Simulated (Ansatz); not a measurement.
A structure relaxed at PBE-D4/def2-SVP in Ansatz, charge 1, singlet:

Cartesian coordinates in Å:
```
Au -1.267 -1.709 -0.121
Al -0.779 0.574 -1.276
Al 1.400 1.892 0.134
Al 1.238 -0.997 -0.205
Al -0.592 0.241 1.469
```

(1) Give its formula and point group.

(2) Summarise the bond lengths by kind (pairs closer than 1.2 times the sum of covalent radii, bridged metal pairs left out).

## Answers

(1) Al4Au⁺. Point group C3v (tolerance 0.1 Å).

(2) 3 × Al–Au 2.61 Å; 3 × Al–Al 2.77 Å. The metal has 3 neighbours: Al 2.61 Å, Al 2.61 Å, Al 2.61 Å.

In the def2 sets Au takes a core potential; there is no spin–orbit coupling. The restricted singlet is unstable towards broken spin symmetry in Hartree–Fock (as tested in another run); at PBE-D4/def2-SVP this wasn't settled. Another isomer (singlet) lies 0.55 eV lower at PBE0-D4/def2-TZVP; other spin states weren't run for this one.
